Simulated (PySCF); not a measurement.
## Vibration and rotation of CoF

PBE0 constants of CoF, ³Δ (triplet), unpaired electrons σ ↑, δ ↑, a second solution, started from another occupation (PySCF, no relativity, basis sets Co def2-TZVPPD, F def2-TZVPPD; masses 58.9332 and 18.9984 u):

```
ωe              : 584.8 cm⁻¹
ωexe            : 3.15 cm⁻¹
Be              : 0.36475 cm⁻¹
αe              : 0.00300 cm⁻¹
D (centrifugal) : 5.68e-07 cm⁻¹
```

(1) Give the vibrational terms G(v) and spacings up to v = 6.

De is left out where the level can put another filling of the metal’s s and d shells below the measured ground configuration, by anything from nothing to about 1 eV.

## Answers

(1) G(v) = ωe(v+½) − ωexe(v+½)².

```tsv
v	G(v) (cm⁻¹)	G(v) − G(v−1)	Bv (cm⁻¹)
0	291.6		0.3633
1	870.1	578.5	0.3603
2	1442.3	572.2	0.3573
3	2008.2	565.9	0.3543
4	2567.8	559.6	0.3513
5	3121.1	553.3	0.3483
6	3668.1	547.0	0.3453
```
